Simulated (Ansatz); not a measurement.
Program: Ansatz. Geometries: PBE0-D4/def2-TZVP. ΔE: electronic, gas phase. CBS: MP2 limit from def2 TZ/QZ plus the TZ coupled-cluster correction, frozen cores. This one scheme is used for every species. DFT in def2-TZVPP. Each species was taken in one conformer, which may not be the lowest.

Reaction (substitution at a C–C bond): `Cc1ccc(C)c(C)c1` + `OCBF` → `COCBF` + `Cc1ccc(C)cc1`

```csv
level,ΔE (kJ/mol)
PBE-D4,57.3
r2SCAN-D4,56.4
CCSD(T)/def2-TZVPP,54.9
MP2/def2-QZVPP,64.6
```

(1) What does CCSD(T)/CBS give? (An estimate is asked.)

Largest T1 diagnostic among the species: 0.012.

Results:

(1) The calculation gave: +58.6 kJ/mol. The listed levels differ from it by -1.3, -2.2, -3.7, 6.0 kJ/mol.

In def2-TZVPP, CCSD(T) changes the Hartree–Fock value by +16.6 kJ/mol (the triples alone add +1.9 kJ/mol) and MP2 by +24.0 kJ/mol. The D4 term adds +5.8 kJ/mol with B3LYP and +3.4 kJ/mol with PBE0; it sums over pairs of atoms, weighted by their polarisabilities, and B3LYP, whose exchange is more repulsive, gets the larger term.

CCSD(T)/CBS has its own doubt, a few kJ/mol and more with outer-core shells, so smaller differences from it don't rank the levels.

B3LYP here is the variant with VWN-RPA as its local correlation; programs differ in this.
